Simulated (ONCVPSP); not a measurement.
**Configuration tests for caesium (Cs) (ONCV)**

Cs (Z = 55), optimised norm-conserving Vanderbilt (ONCV), made with ONCVPSP 4.0.1 (LDA (Perdew-Zunger), scalar-relativistic). Core [Kr] 4d10, reference 5s2 5p6 6s1. Waves: 5s+6s: rc 2.75 bohr, ncon 3, nbas 6, qcut 3.4 1/bohr, 3 projectors, debl 2.2 Ha; 5p: rc 2.40 bohr, ncon 4, nbas 8, qcut 5.7 1/bohr, 2 projectors, debl 1.3 Ha; d scattering state at 0.21 Ha: rc 2.40 bohr, ncon 4, nbas 9, qcut 3.9 1/bohr, local. Local part: the d channel. Core correction: Teter function, fcfact 1.75, rcfact 1.05.

In the d channel the program set the typed energies aside and used 0.050 Ha.

Energies are relative to the spin-unpolarised reference configuration 5s2 5p6 6s1; without spin polarisation the order of configurations can differ from experiment.

(1) Give the all-electron excitation energy and the error of the potential for: 5s2 5p6 6s0; 5s2 5p6 6s0.5; 5s2 5p6 6s0 6p1; 5s1 5p6 6s1.

Levels in the configuration 5s2 5p6 6s0.5:

| level | all-electron (eV) | pseudo (eV) |
| --- | --- | --- |
| 5s | -29.380 | -29.386 |
| 5p | -16.069 | -16.070 |
| 6s | -4.010 | -4.010 |

Answers

(1)

```csv
valence configuration,charge,ΔE all-electron (eV),error AE − PS (meV)
5s2 5p6 6s0,+1,3.999,-0.5
5s2 5p6 6s0.5,+0.5,1.555,-0.1
5s2 5p6 6s0 6p1,0,1.476,-0.2
5s1 5p6 6s1,+1,31.884,-217
```
